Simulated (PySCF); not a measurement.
**Fine-structure interval of Lu⁴⁺ by level of theory**

Lu⁴⁺ [Xe] 4f13 [4f5/2^6 4f7/2^7, M_J = 7/2] → Lu⁴⁺ [Xe] 4f13 [4f5/2^5 4f7/2^8, M_J = 5/2], as a difference of total energies. All numbers are calculated (PySCF 2.14, the two-component X2C-1e Hamiltonian, in x2c-QZVPPall-2c (16s16p12d6f2g, 184 functions)). Correlated levels: [Ar] 3d10 frozen; the 24 highest virtual spinors dropped. "Screened" scales the spin-orbit matrix elements by Boettger's factors to mimic the two-electron term; Breit and QED terms are absent.

```
                    method  fine-structure interval (cm⁻¹)
 GHF (screened spin-orbit)                           12804
GMP2 (screened spin-orbit)                           12752
     GHF (bare spin-orbit)                           21233
```
